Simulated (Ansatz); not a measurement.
Geometry optimisation, Ansatz 0.2.0, RKS PBE-D4/def2-SVP.

Input:

```yaml
crystal:
  periodic: [false, false, false]
  atoms:
    - { symbol: Si, position_ang: [-0.295219, -0.228974, -1.945056] }
    - { symbol: F, position_ang: [-0.875665, -1.071439, -0.630749] }
    - { symbol: H, position_ang: [1.186931, -0.069692, -1.885613] }
    - { symbol: H, position_ang: [-0.719213, -1.058904, -3.119399] }
    - { symbol: Cl, position_ang: [-1.291819, 1.582204, -2.127232] }
    - { symbol: H, position_ang: [0.608605, 0.517586, 1.387679] }
    - { symbol: "N", position_ang: [0.58604, 1.236924, 0.655014] }
    - { symbol: H, position_ang: [0.041467, -1.651237, 1.257283] }
    - { symbol: O, position_ang: [0.194909, -1.551699, 2.215489] }
    - { symbol: H, position_ang: [1.455136, 1.784243, 0.749846] }
    - { symbol: H, position_ang: [-0.184509, 1.876951, 0.899539] }
    - { symbol: H, position_ang: [-0.706664, -1.365861, 2.543199] }
basis:
  gaussian: { orbitals: def2-SVP }
hamiltonian:
  xc: pbe
  dispersion: d4
relax:
  f_tol: 0.03
  max_steps: 50
```

Run as:

```bash
$ ansatz run input.yaml --threads 2 --pin off --max-ram 3072MiB --backend cpu --events-out ev --progress --plain --runs-dir out
```

Where does it end, and by what steps?

It converged. After 14 steps the energy has fallen by 0.297 eV; H10 moved furthest, 0.62 Å. Joined: Si1–N7 (3.11 → 2.13 Å).

```json
{"step": "0", "energy less start (eV)": "0.0000", "largest force component (eV/Å)": "0.612", "accepted": "yes"}
{"step": "1", "energy less start (eV)": "-0.0767", "largest force component (eV/Å)": "0.828", "accepted": "yes"}
{"step": "2", "energy less start (eV)": "-0.1371", "largest force component (eV/Å)": "0.786", "accepted": "yes"}
{"step": "3", "energy less start (eV)": "-0.2087", "largest force component (eV/Å)": "0.694", "accepted": "yes"}
{"step": "4", "energy less start (eV)": "-0.2078", "largest force component (eV/Å)": "0.858", "accepted": "no"}
{"step": "5", "energy less start (eV)": "-0.2509", "largest force component (eV/Å)": "0.366", "accepted": "yes"}
{"step": "6", "energy less start (eV)": "-0.2784", "largest force component (eV/Å)": "0.126", "accepted": "yes"}
{"step": "7", "energy less start (eV)": "-0.2801", "largest force component (eV/Å)": "0.238", "accepted": "yes"}
{"step": "8", "energy less start (eV)": "-0.2879", "largest force component (eV/Å)": "0.116", "accepted": "yes"}
{"step": "9", "energy less start (eV)": "-0.2896", "largest force component (eV/Å)": "0.077", "accepted": "yes"}
{"step": "10", "energy less start (eV)": "-0.2911", "largest force component (eV/Å)": "0.059", "accepted": "yes"}
{"step": "11", "energy less start (eV)": "-0.2935", "largest force component (eV/Å)": "0.083", "accepted": "yes"}
{"step": "12", "energy less start (eV)": "-0.2947", "largest force component (eV/Å)": "0.175", "accepted": "yes"}
{"step": "13", "energy less start (eV)": "-0.2959", "largest force component (eV/Å)": "0.136", "accepted": "yes"}
{"step": "14", "energy less start (eV)": "-0.2973", "largest force component (eV/Å)": "0.029", "accepted": "yes"}
```

```xyz
12
Properties=species:S:1:pos:R:3
Si -0.115 -0.017 -1.490
F -0.895 -1.088 -0.431
H 1.385 -0.130 -1.604
H -0.596 -0.739 -2.728
Cl -0.981 1.868 -2.018
H 0.492 0.257 1.117
N 0.313 0.958 0.356
H -0.193 -1.585 1.195
O 0.319 -1.341 2.001
H 1.120 1.590 0.263
H -0.487 1.541 0.641
H -0.361 -1.313 2.699
```

Time of the run: 28 s on 2 threads of Intel(R) Xeon(R) Platinum 8488C (Sapphire Rapids), on a shared host, peak memory 0.21 GiB.
